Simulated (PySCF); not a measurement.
PySCF input (M06-2X/6-311+G**):

```python
from pyscf import gto, dft

mol = gto.M(
    atom='''
    C    -0.57953100   -0.00171300   -0.00616400
    C     0.67202200    0.00198600    0.00714800
    H     1.75324300    0.00518200    0.01864900
    H    -1.15674200    0.93590400   -0.02445500
    H    -1.15144900   -0.94272600   -0.00009700
    ''',
    basis='6-311+g**',
    charge=1,
    spin=0,
    verbose=4,
)

mf = dft.RKS(mol, xc='m062x')
mf.grids.level = 4
mf.conv_tol = 1e-9
mf.max_cycle = 100
mf.max_memory = 1500
mf.kernel()
if not mf.converged:
    mf = mf.newton()
    mf.kernel(mf.make_rdm1())
mf.dip_moment()
```

From the output:

```
Set gradient conv threshold to 3.16228e-05
Initial guess from minao.
tot grids = 104344
init E= -78.0333127949128
  HOMO = -0.330812493527297  LUMO = -0.146925685324799  gap/eV = 5.00381
cycle= 1 E= -77.5237520340926  delta_E= 0.51  |g|= 0.325  |ddm|= 1.62
  HOMO = -0.71662921230093  LUMO = -0.433496265801065  gap/eV = 7.70444
cycle= 2 E= -77.5234801710453  delta_E= 0.000272  |g|= 0.381  |ddm|= 0.428
  HOMO = -0.680238572711136  LUMO = -0.376538590592062  gap/eV = 8.26410
cycle= 3 E= -77.5590089097102  delta_E= -0.0355  |g|= 0.057  |ddm|= 0.23
  HOMO = -0.666441176361808  LUMO = -0.362735088156178  gap/eV = 8.26426
cycle= 4 E= -77.5598221313498  delta_E= -0.000813  |g|= 0.0174  |ddm|= 0.0575
  HOMO = -0.670711143740554  LUMO = -0.364054164272741  gap/eV = 8.34456
cycle= 5 E= -77.559908769388  delta_E= -8.66e-05  |g|= 0.00292  |ddm|= 0.0123
  HOMO = -0.670066107360643  LUMO = -0.363168696903703  gap/eV = 8.35110
cycle= 6 E= -77.5599165121496  delta_E= -7.74e-06  |g|= 0.00101  |ddm|= 0.00425
  HOMO = -0.670272310634452  LUMO = -0.363155805960506  gap/eV = 8.35707
cycle= 7 E= -77.5599173608492  delta_E= -8.49e-07  |g|= 0.000158  |ddm|= 0.00177
  HOMO = -0.670276508154142  LUMO = -0.363122972411386  gap/eV = 8.35807
cycle= 8 E= -77.5599173818619  delta_E= -2.1e-08  |g|= 1.45e-05  |ddm|= 0.000294
  HOMO = -0.670275830906533  LUMO = -0.363121614829616  gap/eV = 8.35809
cycle= 9 E= -77.5599173819259  delta_E= -6.41e-11  |g|= 1.62e-06  |ddm|= 1.84e-05
  HOMO = -0.670275642071033  LUMO = -0.36312132848515  gap/eV = 8.35809
Extra cycle  E= -77.5599173819259  delta_E=    0  |g|= 1.73e-06  |ddm|= 2.44e-06
converged SCF energy = -77.5599173819259

WARN: System has nonzero charge 1; the dipole moment is origin-dependent.
Location of origin: [0. 0. 0.]

Dipole moment(X, Y, Z, Debye):  0.63663,  0.00189,  0.00678
```

The dipole moment of an ion depends on the origin.

The geometry given is a B3LYP-D3(BJ)/def2-TZVP minimum.
